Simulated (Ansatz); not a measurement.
Geometry optimisation, RHF/6-31G* (Ansatz).

The input (input.yaml):

```yaml
crystal:
  periodic: [false, false, false]
  atoms:
    - { symbol: B, position_ang: [-0.030727, 0.478693, -0.280117] }
    - { symbol: F, position_ang: [-0.252118, -0.252715, 2.129312] }
    - { symbol: O, position_ang: [1.151621, -0.17691, -0.456459] }
    - { symbol: H, position_ang: [1.092256, -1.061, -0.794394] }
    - { symbol: O, position_ang: [-1.221964, -0.03992, -0.67134] }
    - { symbol: H, position_ang: [-1.194118, -0.959906, -0.894708] }
    - { symbol: Si, position_ang: [0.063001, 2.318578, 0.454397] }
    - { symbol: H, position_ang: [0.833974, 2.283851, 1.726978] }
    - { symbol: H, position_ang: [0.810203, 3.238545, -0.425462] }
    - { symbol: H, position_ang: [-1.254198, 2.915716, 0.757182] }
    - { symbol: H, position_ang: [0.31147, 0.439367, 2.335612] }
basis:
  gaussian: { orbitals: "6-31G*" }
hamiltonian:
  xc: hf
relax:
  f_tol: 0.03
  max_steps: 50
```

Launched with:

```bash
$ ansatz run input.yaml --threads 1 --pin off --max-ram 2048MiB --backend cpu --events-out ev --progress --plain --runs-dir out
```

**Question.** Where does it end, and by what steps?

**Answer.** The run converged. The force dipped under the threshold on the way, but the program's further checks kept it going. After 41 steps the energy has fallen by 0.327 eV; H6 moved furthest, 1.46 Å.

```csv
step,energy less start (eV),largest force component (eV/Å),accepted
0,0.0000,1.026,yes
2,-0.1227,1.052,yes
4,-0.1500,0.451,yes
6,-0.1663,0.437,yes
8,-0.1942,0.147,yes
10,-0.2104,0.241,yes
12,-0.2517,0.499,yes
14,-0.2584,0.708,no
16,-0.2799,0.534,yes
18,-0.2950,0.264,yes
20,-0.3051,0.280,yes
22,-0.3102,0.100,yes
24,-0.3141,0.323,no
26,-0.3201,0.113,yes
28,-0.3226,0.114,yes
30,-0.3244,0.078,yes
32,-0.3209,0.382,no
34,-0.3253,0.133,yes
36,-0.3260,0.079,yes
38,-0.3264,0.035,yes
40,-0.3266,0.047,yes
41,-0.3266,0.030,yes
```

```xyz
11
Properties=species:S:1:pos:R:3
B -0.094 0.517 -0.387
F 0.559 0.067 3.060
O 0.146 -0.557 0.438
H 0.113 -1.421 0.048
O -0.369 0.354 -1.701
H -0.392 -0.533 -2.037
Si -0.035 2.405 0.414
H 1.280 2.659 1.036
H -0.259 3.412 -0.645
H -1.085 2.558 1.440
H 0.445 -0.276 2.215
```

Whether the end is a true minimum wasn't checked by a vibrational analysis.

The run took 93 s on 1 thread of Arm Neoverse V1, on a shared host, peak memory 0.17 GiB.
